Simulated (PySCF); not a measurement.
Vertical excitations of a molecule C2H7BO3 from TDDFT-PBE/def2-SVPD run with PySCF, as energy in eV (oscillator strength): 6.03 (0.009), 6.49 (0.001), 6.62 (0.002), 6.93 (0.009), 7.08 (0.004), 7.11 (0.055), 7.54 (0.005), 7.56 (0.003), 7.59 (0.012), 7.70 (0.050). Lowest triplet (TDA): 5.86 eV. The structure is a stationary point at PBE0-D3(BJ)/def2-SVP. One conformer was computed; it need not be the lowest.

### Question
Which structure fits?
A. COCB(O)O
B. C[C@H](O)B(O)O
C. OCCB(O)O
D. COB(O)OC

### Answer
B, C[C@H](O)B(O)O
